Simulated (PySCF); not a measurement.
C2H2ClF. Atoms are numbered in the order given.

```xyz
6

C      1.0722    -1.2757     0.0000
C      0.0128    -0.4561     0.0000
F     -1.2460    -0.8944     0.0000
Cl     0.1004     1.2749     0.0000
H      2.0902    -0.8705     0.0000
H      0.9079    -2.3617     0.0000
```
Charge 0, spin multiplicity 1.

Geometry optimised at PBE-D3(BJ)/def2-SVP.

Method: PySCF with PBE-D3(BJ)/def2-SVP.

Frequencies are harmonic and unscaled.

| mode | ν (cm⁻¹) | IR (km/mol) | moving atoms (share of kinetic energy) |
|---|---|---|---|
| 1 | 366 | 0.2 | C 36 %, H 23 %, F 23 %, Cl 18 % |
| 2 | 425 | 0.5 | F 45 %, Cl 32 %, C 12 %, H 10 % |
| 3 | 527 | 0.7 | C 78 %, H 15 % |
| 4 | 679 | 45.5 | C 48 %, Cl 25 %, H 19 %, F 9 % |
| 5 | 690 | 0.1 | H 90 % |
| 6 | 786 | 56.4 | H 73 %, C 27 % |
| 7 | 923 | 27.6 | H 46 %, C 28 %, F 27 % |
| 8 | 1179 | 197.4 | C 68 %, H 16 %, F 16 % |
| 9 | 1328 | 6.1 | H 84 %, C 14 % |
| 10 | 1679 | 165.5 | C 92 % |
| 11 | 3120 | 5.4 | H 95 % |
| 12 | 3236 | 0.9 | H 89 %, C 11 % |
